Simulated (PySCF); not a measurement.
C₅H₁₀FN.
Atom-mapped SMILES: `[CH3:1]/[C:2]([F:3])=[C:4](\[CH3:5])[CH2:6][NH2:7]` (hydrogens: H8, H9, H10 on C1; H11, H12, H13 on C5; H14, H15 on C6; H16, H17 on N7)

The closed-shell SCF was solved with PySCF and density fitting under several settings on one GFN2-xTB geometry (grid level 2 and gas phase unless stated).

```
      settings  basis functions  SCF cycles     E (Eh)  HOMO (eV)  LUMO (eV)  dipole (D)
 PBE0/pcSseg-1              169          14  -350.6867      -6.63       0.67        0.39
PBE0/def2-SVPD              223          14  -350.4932      -6.70       0.42        0.47
```

Question: Estimate the rows for these settings: (1) PBE0/Sadlej pVTZ; (2) OPBE/STO-3G; (3) HCTH407/def2-SVPD, grid level 1, level shift 0.1 Eh.

Answer: 
```
                                           settings  basis functions  SCF cycles     E (Eh)  HOMO (eV)  LUMO (eV)  dipole (D)
                                   PBE0/Sadlej pVTZ              258          14  -350.8121      -6.64      -0.16        0.46
                                        OPBE/STO-3G               45          14  -346.5704      -2.00       2.90        0.88
HCTH407/def2-SVPD, grid level 1, level shift 0.1 Eh              223          10  -350.8652      -5.64      -0.67        0.44
```

Question: Over all rows, what range does the HOMO–LUMO gap span?

Answer: From 4.90 eV (OPBE/STO-3G) to 7.30 eV (PBE0/pcSseg-1). The functional of the narrowest has no exact exchange, that of the widest 25 % exact exchange.

Question: Compare two rows with the functional PBE0: PBE0/Sadlej pVTZ and PBE0/def2-SVPD. Which energy is lower, and by how much?

Answer: PBE0/Sadlej pVTZ (258 functions) lies 0.3189 Eh or 200 kcal/mol below PBE0/def2-SVPD (223 functions).

Cycle counts include a coarse-grid stage where the run had one.

Conformer computed: `[CH3:1]/[C:2]([F:3])=[C:4](\[CH3:5])[CH2:6][NH2:7]`: C2–C4–C6–N7 121°, H–N7–C6–C4 177°, H–N7–C6–C4 -64°.

One conformer stands for the species.
